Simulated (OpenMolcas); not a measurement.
K: effect of the active space

```
Program             : OpenMolcas
Method              : CASSCF
Basis               : ANO-RCC-VTZP
Scalar Hamiltonian  : DKH2, point nucleus
Spin-orbit coupling : state interaction with AMFI integrals over the reference wave functions, term energies averaged over their components
```

A. 1 electron in 4 orbitals (4s 4p); 2S+1 = 2 even, 1 root; 2S+1 = 2 odd, 3 roots; cost about 5 core-seconds
B. 1 electron in 8 orbitals (4s 4p 5s 5p); 2S+1 = 2 even, 1 root; 2S+1 = 2 odd, 3 roots; cost about 5 core-seconds
C. 1 electron in 9 orbitals (3d 4s 4p); 2S+1 = 2 even, 1 root; 2S+1 = 2 odd, 3 roots; cost of the order of 6 core-seconds

Energies in cm⁻¹ above 4s ²S_1/2, the measured ground level; measured values from NIST Handbook of Basic Atomic Spectroscopic Data.

| Level | A | B | C | Measured |
| --- | --- | --- | --- | --- |
| 4s ²S_1/2 | 0.0 | 0.0 | 0.0 | 0.0 |
| 4p ²P°_1/2 | 11499 | 11499 | 11499 | 12985 |
| 4p ²P°_3/2 | 11536 | 11536 | 11536 | 13043 |

Deviations, from unrounded energies. A percentage is the sum of absolute deviations over the sum of measured energies, with the sign that they share, or ± where signs differ.

| Against measurement | Levels | A | B | C |
| --- | --- | --- | --- | --- |
| mean absolute deviation (cm-1) | 2 | 1500 | 1500 | 1500 |
| other configurations (%) | 2 | -11.5 | -11.5 | -11.5 |

A, B, C lie about equally close to measurement. The largest miss of B in the table is 4p ²P°_3/2, by -1500 cm-1. The ranking rests on the paired levels alone, and a cruder setting can come out closer through cancelling errors.

Among A to C no level of the table moves by more than 5 cm-1.

ANO sets are built for ground and valence states and can reach diffuse excited orbitals poorly. With one active electron the reference holds no correlation, so core polarisation is missing. With one active electron outside closed inactive shells, the extra shells (5p 5s) add no correlation to the reference (holds for B). No level of 3d was computed, though it lies in the active space (holds for C). Computed and measured levels are paired by configuration, term and J; levels that our copy of the source lacks, or whose pairing is in doubt (as where it misses far off the trend of its configuration), stay unpaired and out of the deviations. Only configurations of the active space appear.

° marks odd parity.
